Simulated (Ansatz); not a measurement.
F₂HS, SMILES F[SH+]F, charge +1.

Geometry: PBE0-D3(BJ)/def2-TZVP. The isomer is the one that the SMILES or the coordinates give; other isomers of the formula were not compared.

Two levels are set side by side: PBE/def2-TZVPD (Ansatz, a first-principles code) and PBE0/def2-TZVPD (Ansatz). Energy differences of separate SCF runs at the same geometry; the states with an electron removed or added have multiplicity 2 and 2. Differences are taken from unrounded values.

```json
[
 {"quantity": "vertical ionisation energy (eV)", "PBE0": "20.87", "PBE": "20.47", "PBE minus PBE0": "-0.40"},
 {"quantity": "vertical electron affinity (eV)", "PBE0": "6.57", "PBE": "6.51", "PBE minus PBE0": "-0.06"},
 {"quantity": "vertical singlet–triplet gap (eV)", "PBE0": "5.45", "PBE": "5.26", "PBE minus PBE0": "-0.19"}
]
```
